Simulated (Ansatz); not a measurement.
Species: GeH$_{2}$, charge 1, multiplicity 2. 
Structure (B3LYP-D3(BJ)/def2-TZVP (Ansatz, an electronic-structure program) minimum search):
```
Ge
H 1 1.5594
H 1 1.5594 2 120.35
```
Charge +1, spin multiplicity 2.

Basis-set convergence of Hartree-Fock and CCSD(T) correlation energies (hartree) with Ansatz. Correlated levels leave the core frozen unless marked. UHF or UKS for open shells. No spin-orbit coupling. Frozen are the shells of the preceding noble gas and the d and f shells that filled before the atom's block. Non-relativistic.

| basis | functions | E(HF) | E(corr, CCSD(T)) |
|---|---|---|---|
| aug-cc-pVDZ | 54 | -2076.15370 | -0.08330 |
| aug-cc-pVTZ | 105 | -2076.22533 | -0.09535 |
| aug-cc-pVQZ | 185 | -2076.22858 | -0.09855 |

Extrapolating the two largest sets (X = 3 and 4) as X^-3: E(corr) = (64·(-0.09855) - 27·(-0.09535))/37 = -0.1009 Eh, an estimate of the basis-set limit. The largest set recovers 97.7 % of it, the smallest 82.6 %.
